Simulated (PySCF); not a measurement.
## MTe for M along the fifth-period p block

MP2 with double-zeta basis sets in PySCF, for the lowest determinant that a PBE0 search found; no spin–orbit coupling. De refers to high-spin ground-configuration atoms.

```
 M       basis  reference, frozen orbitals  state (unpaired electrons)  Re (Å)  ωe (cm⁻¹)  De (eV)
Sn    def2-SVP                      RHF, 8      singlet (closed shell)   2.556        264     3.72
Te    def2-SVP                      UHF, 8              triplet (π ↑↑)   2.603        242     2.51
 I  cc-pVDZ-PP                      UHF, 8               doublet (π ↑)   2.699        219     1.60
```

The shortest bond is that of SnTe (2.556 Å), the longest that of TeI (2.699 Å). SnTe is bound most strongly (3.72 eV) and TeI least (1.60 eV).

The rows differ in basis set, which adds steps of its own.

The state changes along the series, so neighbouring rows are not always alike in their bonding.

Correlated steps freeze 8 core orbitals. Correlated levels converge slowly with the basis: in double zeta they bind strong bonds too weakly, by up to about 1 eV, and carry superposition errors of some tenths. Spin–orbit coupling is left out, which matters for elements this heavy, above all for dissociation energies. Where the molecule has an RHF reference, its open-shell atoms are computed with UHF. States were picked by a PBE0 search and need not be the measured ground states.
